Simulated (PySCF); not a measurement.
Species: AlCl2(CCH), C₂HAlCl₂.
Geometry (PBE0-D3(BJ)/def2-SVP, Å), atoms numbered from 1 in this order:
```xyz
6
C2HAlCl2 angstrom
Al     0.579    1.020    0.010
Cl     2.664    1.050    0.051
Cl    -0.435    2.843   -0.036
C     -0.358   -0.617    0.000
C     -0.960   -1.679   -0.008
H     -1.490   -2.616   -0.016
```

A calculation gives these core lines: C 1s: 290.66 (area 1), 291.22 (area 1) eV; Al 1s: 1568.97 eV; Cl 1s: 2828.74 eV; Cl 2p3/2: 206.14 eV.

Computed, not measured: PySCF 2.14.0, delta-SCF UKS SCAN, pcX-2 on the ionised atom, pcseg-1 elsewhere, spin-free X2C. Isolated species at its PBE0-D3(BJ)/def2-SVP geometry, gas phase.

Q: Assign the C 1s lines to atoms.

A: 290.66 eV: C4 (carbon bonded to Al and C); 291.22 eV: C5 (carbon bonded to C and H). Lowest listed C 1s: C4, bonded to C and Al. Highest, 0.56 eV above it: C5, bonded to C and H.

Bonded neighbours of each site: Al1: 2 Cl and C; Cl2/Cl3: Al; C4: C and Al; C5: C and H.

Q: What is the longest wavelength that can ionise C 1s of C5 vertically?

A: λ = hc/E = 12398.42 eV Å / 291.22 eV = 42.574 Å.

The first atom of each set that the bonding makes equivalent was ionised and stands for the set. Spin contamination (⟨S²⟩ against 0.75 for a pure doublet) is marked for C 1s of C4 (0.86) and C 1s of C5 (0.87), which makes these values less certain. Spin–orbit and ligand-field terms were added within each 2p shell after the spin-free SCF. 2p1/2 minus 2p3/2 (ligand field included): Cl 1.65 eV.

The run took 13 s wall on x86-64 server, one thread (shared host).
